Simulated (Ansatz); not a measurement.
Cl2H4OSi2 can be A, `O[SiH2][SiH](Cl)Cl`, or B, `O[Si]([SiH3])(Cl)Cl`.

Isolated molecules relaxed with PBE0-D4/def2-TZVP in Ansatz; ΔE leaves out vibrations. CCSD(T)/CBS adds triple-zeta CCSD(T) − MP2 to the extrapolated MP2 energy (def2 sets, frozen cores). DFT in def2-TZVPP. One conformer a species, not always the lowest.

A:

```xyz
9

O     1.653    1.107   -0.641
Si    0.079    0.675   -0.870
Si   -0.675   -0.577    0.965
Cl   -2.424   -1.540    0.490
Cl    0.800   -1.972    1.340
H     2.273    0.406   -0.431
H    -0.688    1.935   -1.014
H    -0.114   -0.177   -2.076
H    -0.905    0.143    2.238
```

B:

Z-matrix (Å, degrees):
```
Si
Si 1 2.329
Cl 1 2.055 2 110.7
O 1 1.628 2 109.0 3 121.2
Cl 1 2.055 2 110.7 3 -117.6
H 2 1.485 1 108.0 3 58.7
H 2 1.485 1 109.3 3 -61.0
H 2 1.485 1 109.3 3 178.3
H 4 0.960 1 119.1 2 179.8
```

(1) Which is lower in electronic energy at CCSD(T)/CBS, and by how much? (Estimate.)

(2) Give E(B) − E(A) in kJ/mol with LDA (SPW92), HF/def2-TZVPP, PBE0-D4, MP2/def2-TZVPP, BLYP-D4, r2SCAN-D4, ωB97M-V. (Best estimate.)

(3) Does the order hold for the free energy at 298.15 K (harmonic terms from PBE0-D4)? (An estimate is asked.)

Largest T1 diagnostic: 0.011.

Answers

(1) The calculation gave: B, by 30.1 kJ/mol.

(2) Ansatz gave: LDA (SPW92) -35.0, HF/def2-TZVPP -27.3, PBE0-D4 -31.3, MP2/def2-TZVPP -31.6, BLYP-D4 -30.3, r2SCAN-D4 -32.3, ωB97M-V -32.0. None reverses the order clearly.

(3) Computed: Yes: G(B) − G(A) = -30.9 kJ/mol, for one conformer each. Modes under 60 cm⁻¹, often nearly free rotors, make the harmonic entropy too high.

Leaving LDA and LC-ωPBE aside and taking each functional with its dispersion term where it has one, the values, not all of them listed here, spread over 3.2 kJ/mol, from B97M-V to B2PLYP. LDA lies −5.3 kJ/mol from PBE without D4. In def2-TZVPP, CCSD(T) changes the Hartree–Fock value by −4.4 kJ/mol (the triples alone add −0.9 kJ/mol) and MP2 by −4.4 kJ/mol.
